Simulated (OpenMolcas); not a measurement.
Ti3+: the spin-orbit constant, worked from levels

```json
{
 "Program": "OpenMolcas 26.06",
 "Basis": "ANO-RCC-VTZP [6s5p3d2f1g]",
 "Scalar Hamiltonian": "DKH2, point nucleus",
 "Active space": "1 electron in 9 orbitals (RAS2 3d 4s; RAS3 4p, at most 1 electron)",
 "State averaging": "2S+1 = 2 even, 6 roots; 2S+1 = 2 odd, 3 roots",
 "Spin-orbit coupling": "RASSI with atomic mean-field integrals over the reference wave functions, term energies averaged over their components"
}
```

Methods: RASSCF; SS-RASPT2, IPEA 0.25 Eh, imaginary shift 0.1 Eh (closed shells correlated: 3s 3p). Measured levels: Corliss and Sugar, J. Phys. Chem. Ref. Data 8, 1 (1979).

**The spin-orbit constant.** For the Hund term ²D of d1, E(J) = (A/2) J(J+1) + constant and ζ = 2S·A = A. From J = 3/2 to J = 5/2 the energy changes by 2.5 A.

```csv
Source,E(5/2) - E(3/2),A,ζ
RASSCF,371.0,148.4,148
SS-RASPT2,371.0,148.4,148
measured,382.1,152.8,153
```

All in cm-1. SS-RASPT2 is off by -2.9 % and RASSCF by -2.9 %. Both methods take the spin-orbit matrix elements from the reference wave functions, so the second can move ζ only through the term energies and any multistate remixing.

CASPT2 breaks the degeneracy within a term, and the mean is taken; among the terms shown or strongly mixed into the levels shown the widest spread is 80 cm-1 (3d ²D, SS-RASPT2). With one active electron the reference holds no correlation, so core polarisation is missing (holds for RASSCF). With one active electron, CASPT2 adds the correlation within the correlated inactive shells and between them and that electron, and leaves the splitting within a term as the reference gives it (holds for SS-RASPT2). Computed and measured levels are paired by configuration, term and J; levels that our copy of the source lacks, or whose pairing is in doubt (as where it misses far off the trend of its configuration), stay unpaired and out of the deviations. Levels of configurations outside the active space are missing.
